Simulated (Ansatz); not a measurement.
Reaction (formal exchange of groups at a B–I bond): `BI` + `N=C(O)[SiH3]` → `B[SiH2]C(=N)O` + HI

Computed with Ansatz on PBE0-D4/def2-TZVP structures; ΔE is electronic, products minus reactants. CBS: MP2 limit from def2 TZ/QZ plus the TZ coupled-cluster correction, frozen cores. DFT in def2-TZVPP. B3LYP here is the variant with VWN-RPA as its local correlation; programs differ in this. Elements past krypton have def2 core potentials. For I outer-core shells are correlated without core-valence functions, which leaves a few kJ/mol of doubt a bond. Each species was taken in one conformer, which may not be the lowest.

`BI`:

Cartesian coordinates in Å:
```
B 0.101 -0.147 0.173
I -0.751 1.097 -1.287
H -0.460 -0.240 1.215
H 1.110 -0.710 -0.101
```

`N=C(O)[SiH3]`:

Z-matrix (Å, degrees):
```
Si
C 1 1.901
H 1 1.483 2 109.8
H 1 1.483 2 109.9 3 120.8
H 1 1.484 2 106.7 3 -119.5
O 2 1.347 1 112.8 3 -61.0
N 2 1.265 1 127.8 3 118.9
H 6 0.970 2 106.7 1 179.9
H 7 1.015 2 111.9 1 0.1
```

`B[SiH2]C(=N)O`:

```xyz
11

B     0.178    0.145   -2.150
Si    0.871    0.498   -0.299
C    -0.249   -0.241    1.049
N     0.131   -1.252    1.705
O    -1.440    0.400    1.157
H     0.890    0.320   -3.094
H    -0.946   -0.204   -2.356
H     0.877    1.982   -0.135
H     2.242   -0.023   -0.077
H    -0.566   -1.585    2.377
H    -1.988   -0.040    1.821
```

HI:

Cartesian coordinates in Å:
```
I 0.287 0.643 -0.390
H -0.287 -0.643 0.390
```

Task: Is it downhill or uphill in electronic energy at CCSD(T)/CBS, and by how much? (Estimate.)

Result: Ansatz gave: Uphill: ΔE = +112.7 kJ/mol.

Task: What do these levels give: PBE0-D4, B3LYP-D4, r2SCAN, CCSD/def2-TZVPP, MP2/def2-QZVPP, HF/CBS(def2)? (An estimate is asked.)

Result: Ansatz gave: PBE0-D4 107.0, B3LYP-D4 107.0, r2SCAN 110.9, CCSD/def2-TZVPP 107.7, MP2/def2-QZVPP 123.4, HF/CBS(def2) 110.8 kJ/mol.

Largest T1 diagnostic among the species: 0.014.
